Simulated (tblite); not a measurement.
Record of a relaxation.

C4H11PSi.
SMILES with atom numbers: `[CH3:1][CH2:2][C@@H:3]1[PH:4][C@H:5]1[SiH3:6]` (hydrogens: H7, H8, H9 on C1; H10, H11 on C2; H12 on C3; H13 on P4; H14 on C5; H15, H16, H17 on Si6)

Computed with GFN2-xTB (tblite), gas phase: L-BFGS steps from a force-field or distance-geometry start until the largest atomic force falls under 0.01 eV/Å. 5 of its 100 geometries are shown.

Step 0: E = -499.5670 eV, largest atomic force 2.311 eV/Å
```
atom  x, y, z in Å  |  force x, y, z in eV/Å
C1      2.257   -0.362   -0.741    0.559   0.415  -0.044
C2      1.470   -0.032    0.521    0.948  -0.075   0.251
C3      0.109    0.450    0.166   -0.211  -0.205   0.950
P4     -0.898    0.873    1.686   -1.488   1.763  -0.135
C5     -1.113   -0.386    0.342   -0.043  -0.926   0.330
Si6    -2.536    0.037   -0.807   -0.690   0.616   0.102
H7      3.335   -0.241   -0.477   -0.695  -0.494  -0.582
H8      1.996    0.443   -1.475    0.390  -1.024   0.261
H9      2.021   -1.381   -1.106    0.289   0.830   0.002
H10     2.003    0.819    1.000   -0.210  -0.459   0.027
H11     1.456   -0.888    1.236   -0.089   0.560  -0.449
H12     0.083    1.163   -0.670   -0.021  -0.053   0.544
H13    -0.411    0.403    2.974    0.593  -0.840  -1.044
H14    -1.052   -1.448    0.623    0.369   0.443  -0.081
H15    -2.574    1.509   -1.011    0.025  -0.358   0.099
H16    -3.781   -0.393   -0.140    0.186   0.010  -0.185
H17    -2.372   -0.553   -2.131    0.086  -0.202  -0.047
```

Step 25: E = -500.3604 eV, largest atomic force 0.282 eV/Å
```
atom  x, y, z in Å  |  force x, y, z in eV/Å
C1      2.214   -0.370   -0.730   -0.041  -0.016   0.002
C2      1.483    0.044    0.546    0.058  -0.026  -0.003
C3      0.102    0.609    0.299    0.088  -0.085  -0.134
P4     -0.951    0.976    1.768   -0.233   0.140  -0.076
C5     -1.124   -0.253    0.372    0.056   0.066   0.020
Si6    -2.558    0.017   -0.824    0.043  -0.095  -0.090
H7      3.271   -0.524   -0.526   -0.014  -0.054   0.049
H8      2.134    0.411   -1.480   -0.030   0.044  -0.052
H9      1.810   -1.292   -1.145   -0.071   0.075   0.030
H10     2.075    0.801    1.064    0.092   0.117  -0.030
H11     1.409   -0.808    1.225   -0.010  -0.116  -0.008
H12     0.084    1.373   -0.475   -0.005   0.041   0.086
H13    -0.271    0.093    2.607    0.070  -0.063   0.113
H14    -0.948   -1.274    0.686    0.004  -0.138   0.024
H15    -2.663    1.447   -1.099   -0.020   0.043  -0.021
H16    -3.790   -0.506   -0.240   -0.036   0.016   0.071
H17    -2.283   -0.732   -2.058    0.050   0.051   0.018
```

Step 50: E = -500.4050 eV, largest atomic force 0.045 eV/Å
```
atom  x, y, z in Å  |  force x, y, z in eV/Å
C1      2.101   -0.380   -0.751    0.001  -0.021  -0.023
C2      1.510    0.099    0.572    0.009  -0.016  -0.034
C3      0.125    0.666    0.366    0.029   0.017   0.016
P4     -1.003    0.956    1.801   -0.021   0.014   0.008
C5     -1.069   -0.243    0.373    0.039   0.022   0.003
Si6    -2.479   -0.029   -0.861    0.019  -0.024  -0.017
H7      3.085   -0.818   -0.594   -0.015   0.004   0.013
H8      2.204    0.455   -1.442   -0.014  -0.016  -0.011
H9      1.457   -1.129   -1.208    0.005   0.022   0.008
H10     2.167    0.861    1.003   -0.039  -0.001   0.010
H11     1.460   -0.738    1.274    0.008   0.013   0.004
H12     0.099    1.470   -0.367   -0.024  -0.011   0.011
H13    -0.334    0.078    2.664    0.029  -0.002   0.017
H14    -0.856   -1.266    0.667   -0.005  -0.021   0.012
H15    -2.644    1.387   -1.179    0.006   0.021   0.008
H16    -3.691   -0.576   -0.255   -0.044   0.000  -0.006
H17    -2.139   -0.781   -2.073    0.018  -0.001  -0.019
```

Step 74: E = -500.4088 eV, largest atomic force 0.018 eV/Å
```
atom  x, y, z in Å  |  force x, y, z in eV/Å
C1      2.067   -0.387   -0.761   -0.001  -0.002  -0.009
C2      1.506    0.114    0.566    0.005  -0.007  -0.004
C3      0.114    0.669    0.384    0.005  -0.001   0.008
P4     -1.002    0.947    1.830   -0.006   0.003   0.000
C5     -1.071   -0.252    0.402   -0.001   0.006  -0.009
Si6    -2.449   -0.036   -0.867   -0.005   0.002  -0.015
H7      3.043   -0.846   -0.612    0.003   0.009  -0.003
H8      2.176    0.437   -1.462    0.000   0.001  -0.010
H9      1.401   -1.125   -1.203   -0.007  -0.007   0.015
H10     2.165    0.887    0.971    0.000  -0.001   0.000
H11     1.477   -0.710    1.285    0.001  -0.002   0.006
H12     0.067    1.472   -0.350    0.003  -0.005   0.010
H13    -0.307    0.077    2.683    0.000  -0.001   0.009
H14    -0.852   -1.275    0.692    0.010   0.005   0.008
H15    -2.600    1.388   -1.166   -0.005  -0.001  -0.001
H16    -3.694   -0.583   -0.326    0.010  -0.005  -0.008
H17    -2.049   -0.765   -2.076   -0.010   0.007   0.004
```

Step 99: E = -500.4106 eV, largest atomic force 0.009 eV/Å
```
atom  x, y, z in Å  |  force x, y, z in eV/Å
C1      2.034   -0.406   -0.765   -0.001   0.001   0.004
C2      1.511    0.119    0.569    0.002   0.003   0.004
C3      0.120    0.681    0.405    0.001  -0.003  -0.001
P4     -1.005    0.948    1.847    0.007   0.001   0.003
C5     -1.065   -0.240    0.410    0.002  -0.001  -0.001
Si6    -2.425   -0.030   -0.880   -0.002   0.003   0.002
H7      3.032   -0.823   -0.646   -0.003   0.002   0.000
H8      2.080    0.398   -1.496    0.008  -0.005  -0.001
H9      1.377   -1.182   -1.152   -0.002   0.000   0.005
H10     2.183    0.894    0.946    0.003   0.003   0.000
H11     1.494   -0.694    1.301    0.001   0.000   0.001
H12     0.074    1.492   -0.320   -0.008  -0.002  -0.001
H13    -0.319    0.070    2.701    0.000   0.000  -0.005
H14    -0.843   -1.264    0.700   -0.003   0.000  -0.005
H15    -2.609    1.395   -1.152   -0.003   0.001   0.001
H16    -3.663   -0.625   -0.379    0.001  -0.004   0.001
H17    -1.984   -0.721   -2.097   -0.002   0.003  -0.005
```

**Question.** Summarise the path.

**Answer.** The energy falls by 19.45 kcal/mol from step 0 to step 99; nine tenths of that is first reached at step 17. It falls at every step. The largest force goes from 2.311 to 0.009 eV/Å. Among the bonds P4–H13 changes most, from 1.455 to 1.404 Å; the atoms move by 0.355 Å rms after alignment.

What follows is the cost of the whole relaxation. Hardware: one thread of an Arm Neoverse V1, shared host with 64 logical CPUs at a one-minute load of 23. Cost: 0.66 s of wall time.
